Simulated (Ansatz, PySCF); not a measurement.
GaFClBr, SMILES [F][Ga]([Cl])[Br]. Atoms are numbered in the order given.

```xyz
4

Ga    -0.3385    -0.4630     0.0000
F     -2.0538    -0.7798     0.0000
Cl     0.9689    -2.1448     0.0000
Br     0.3774     1.6872     0.0000
```
Charge 0, spin multiplicity 1.

Coordinates come from a B3LYP-D3(BJ)/def2-SVP optimisation.

Two levels are set side by side: PBE-D3(BJ)/def2-SVP (Ansatz, a first-principles code) and B3LYP-D3(BJ)/def2-SVP (Ansatz). Each level has its own optimised geometry; the coordinates shown are those of the second. Frequencies come from the Hessian of PySCF at each geometry. Differences are taken from unrounded values.

```
quantity                            B3LYP-D3(BJ)
----------------------------------  ------------
mean bond length (Å)                       2.047
bond Ga1–F2 (Å)                            1.744
bond Ga1–Cl3 (Å)                           2.130
bond Ga1–Br4 (Å)                           2.266
highest harmonic wavenumber (cm⁻¹)           720
mean harmonic wavenumber (cm⁻¹)              314
zero-point energy (kcal/mol)                2.70
```

Problem. What does PBE-D3(BJ) give, and how far is it from B3LYP-D3(BJ)? (An estimate is asked for; the answer gives what the named calculation found.)

Solution. 
```csv
quantity,PBE-D3(BJ),PBE-D3(BJ) minus B3LYP-D3(BJ)
mean bond length (Å),2.053,0.006
bond Ga1–F2 (Å),1.756,0.012
bond Ga1–Cl3 (Å),2.135,0.005
bond Ga1–Br4 (Å),2.269,0.003
highest harmonic wavenumber (cm⁻¹),697,-23
mean harmonic wavenumber (cm⁻¹),306,-9
zero-point energy (kcal/mol),2.62,-0.07
```

GGA bonds tend to be longer and softer than those of functionals with exact exchange. Differences between two approximate levels are no errors against the true value.
